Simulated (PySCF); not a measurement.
Molecule: 4-bromo-1-fluorobenzene, C$_{6}$H$_{4}$BrF.

Cartesian coordinates in Å; atom numbers follow the order of the lines, from 1:
```xyz
12

F    -3.138   -0.237   -0.028
C    -1.811   -0.152    0.011
C    -1.057   -1.319    0.037
C     0.332   -1.231    0.076
C     0.943    0.023    0.088
Br    2.826    0.143    0.137
C     0.179    1.189    0.064
C    -1.210    1.101    0.025
H    -1.563   -2.286    0.026
H     0.940   -2.137    0.095
H     0.669    2.164    0.075
H    -1.834    1.996    0.006
```

Geometry PBE0-D3(BJ)/def2-SVP throughout; GIAO in PySCF 2.14, gas phase, one conformer, non-relativistic; equivalent atoms averaged; functional PBE0.

(1) How do the shifts δ (against CFCl3, TMS, HBr at the same level) depend on the basis set? (ppm; last column core-seconds on shared hosts with different chips, so compare them loosely)

(2) Which nucleus moves most, in ppm?

(3) Taking the largest basis, cc-pVTZ (309 functions), as the yardstick, rank the others by their worst heavy-atom deviation.

## Answers

(1) 
```csv
basis set,functions,F1,C2,C5,C4/C7,C3/C8,Br6,H10/H11,H9/H12,core-s
STO-3G,57,-14.2,126.9,115.4,112.6,104.0,235.4,6.92,6.75,6.3
pcSseg-0,96,-107.5,178.8,140.3,143.9,128.9,483.8,7.27,6.92,9.3
6-31G,98,-121.2,158.1,128.3,130.1,114.9,364.0,7.31,6.91,12
6-31G*,138,-106.4,154.7,125.0,128.2,111.6,397.4,7.27,6.74,18
cc-pVDZ,145,-102.1,161.1,133.0,133.0,116.7,472.2,7.25,6.81,19
def2-SVP,150,-93.1,160.9,130.2,131.4,115.0,490.6,7.24,6.82,20
pcSseg-1,180,-113.3,169.3,136.2,139.5,121.9,550.4,7.53,7.09,26
aug-cc-pVDZ,233,-113.4,159.9,132.6,131.8,115.6,461.9,7.61,7.13,41
def2-TZVP,289,-115.9,169.7,138.1,139.1,121.3,500.9,7.58,7.09,55
cc-pVTZ,309,-111.5,168.4,136.1,138.3,120.5,498.1,7.54,7.05,62
```

(2) Br6 (bromine bonded to C): from 235.4 ppm with STO-3G to 550.4 ppm with pcSseg-1. The smallest spread is 0.39 ppm, at H9/H12. Proton shifts span only some 12 ppm, so a few tenths of a ppm matter as much there as several ppm in carbon.

(3) def2-TZVP 4.4 ppm (289 functions), pcSseg-0 14.3 ppm (96 functions), def2-SVP 18.4 ppm (150 functions), cc-pVDZ 25.9 ppm (145 functions), aug-cc-pVDZ 36.2 ppm (233 functions), pcSseg-1 52.3 ppm (180 functions), 6-31G* 100.7 ppm (138 functions), 6-31G 134.1 ppm (98 functions), STO-3G 262.8 ppm (57 functions).

Relativistic effects, spin–orbit coupling among them, are left out; they matter for Br and for the light atoms bonded to it.

A small basis that lands close on one nucleus may do so by chance; judge by the trend and by all nuclei.
